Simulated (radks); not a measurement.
Eu40+, configuration [Ar] 3d4 6d1 (not the ground configuration).

Method: scalar-relativistic Kohn-Sham, PBEsol, spin-polarised, spherical densities, finite nucleus; open shells are filled with parallel spins first (spin-orbit coupling, left out, can overturn this in heavy ions); Fermi nuclear charge, rms radius 5.1115 fm; computed with a radial shooting solver on a logarithmic mesh with Libxc functionals.

Energy parts (hartree):
total: -9544.0003
kinetic: 10304.6210
electron-nucleus: -21297.6662
Hartree: 1610.4139
exchange-correlation: -161.3690

Orbitals (lengths in bohr, moments of r in powers of bohr; <r^-3> diverges for s and p1/2; r(90%) holds 90 % of the orbital's charge):
orbital,occ.,eigenvalue (hartree),<r^2>,<r^-3>,r(90%)
1s up,1,-1857.769,0.0006796,-,0.0404
1s down,1,-1857.757,0.0006796,-,0.0404
2s up,1,-371.2801,0.01056,-,0.146
2s down,1,-370.6325,0.01053,-,0.146
2p up,3,-339.9254,0.008467,10880,0.135
2p down,3,-339.4229,0.008443,10910,0.135
3s up,1,-134.0358,0.06362,-,0.344
3s down,1,-133.3406,0.06389,-,0.345
3p up,3,-124.3580,0.06204,2620,0.344
3p down,3,-123.6411,0.06236,2597,0.345
3d up,4,-113.0204,0.04935,365.6,0.316
3d down,0,-112.1179,0.04972,363.8,0.318
6d up,1,-24.96390,1.489,35.20,1.59

The highest occupied level is 6d up at -679.30 eV. The configuration is held as typed, so some empty levels lie below it. The spin density at the nucleus is -34.92 e/bohr^3 (1s -5.97, 2s -90.69, 3s 61.73).
